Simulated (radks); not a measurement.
Species: Pr+. Configuration: [Xe] 4f2.5 6s1.5 (fractional occupations, a model configuration).

Calculated with a radial shooting solver on a logarithmic mesh with Libxc functionals: scalar-relativistic Kohn-Sham, LDA (Slater exchange, Perdew-Wang correlation), spin-polarised, spherical densities, point nucleus; open shells are filled with parallel spins first (spin-orbit coupling, left out, can overturn this in heavy ions).

Energy parts (hartree):
part                       energy
total                  -9230.4202
kinetic                 9801.6076
electron-nucleus      -22380.8759
Hartree                 3557.5509
exchange-correlation    -208.7026

Orbitals (lengths in bohr, moments of r in powers of bohr; <r^-3> diverges for s and p1/2; r(max) is where P^2 peaks):
| orbital | occ. | eigenvalue (hartree) | <r> | <r^4> | r(max) | <r^-3> |
|---|---|---|---|---|---|---|
| 1s up | 1 | -1535.564 | 0.02411 | 1.649e-06 | 0.01543 | - |
| 1s down | 1 | -1535.564 | 0.02411 | 1.649e-06 | 0.01543 | - |
| 2s up | 1 | -247.3786 | 0.1031 | 0.0002705 | 0.08733 | - |
| 2s down | 1 | -247.3778 | 0.1031 | 0.0002704 | 0.08733 | - |
| 2p up | 3 | -221.4898 | 0.09058 | 0.0001983 | 0.07029 | 8475 |
| 2p down | 3 | -221.4892 | 0.09058 | 0.0001983 | 0.07029 | 8475 |
| 3s up | 1 | -53.66012 | 0.2728 | 0.01092 | 0.2494 | - |
| 3s down | 1 | -53.63495 | 0.2727 | 0.01091 | 0.2493 | - |
| 3p up | 3 | -45.46010 | 0.2708 | 0.01140 | 0.2441 | 1709 |
| 3p down | 3 | -45.43514 | 0.2707 | 0.01138 | 0.2440 | 1711 |
| 3d up | 5 | -33.91619 | 0.2477 | 0.009382 | 0.2004 | 234.1 |
| 3d down | 5 | -33.89649 | 0.2476 | 0.009360 | 0.2004 | 234.3 |
| 4s up | 1 | -10.97392 | 0.6225 | 0.2785 | 0.5789 | - |
| 4s down | 1 | -10.90763 | 0.6223 | 0.2783 | 0.5787 | - |
| 4p up | 3 | -8.29080 | 0.6592 | 0.3660 | 0.6043 | 372.3 |
| 4p down | 3 | -8.22419 | 0.6591 | 0.3660 | 0.6041 | 372.4 |
| 4d up | 5 | -4.45186 | 0.7259 | 0.6103 | 0.6351 | 41.84 |
| 4d down | 5 | -4.38532 | 0.7261 | 0.6124 | 0.6348 | 41.84 |
| 4f up | 2.5 | -0.41870 | 1.078 | 7.102 | 0.6853 | 4.641 |
| 4f down | 0 | -0.36054 | 1.107 | 8.591 | 0.6864 | 4.534 |
| 5s up | 1 | -1.77078 | 1.486 | 9.098 | 1.340 | - |
| 5s down | 1 | -1.72842 | 1.495 | 9.327 | 1.345 | - |
| 5p up | 3 | -1.10596 | 1.728 | 17.64 | 1.513 | 53.74 |
| 5p down | 3 | -1.07189 | 1.741 | 18.22 | 1.522 | 52.39 |
| 6s up | 1 | -0.33925 | 3.868 | 408.6 | 3.458 | - |
| 6s down | 0.5 | -0.32315 | 3.926 | 438.2 | 3.493 | - |

The highest occupied level is 6s down at -8.793 eV. The configuration is held as typed, so some empty levels lie below it. Spin moment in Bohr magnetons: 3. The density falls to 0.001 e/bohr^3 at r = 4.87 bohr.
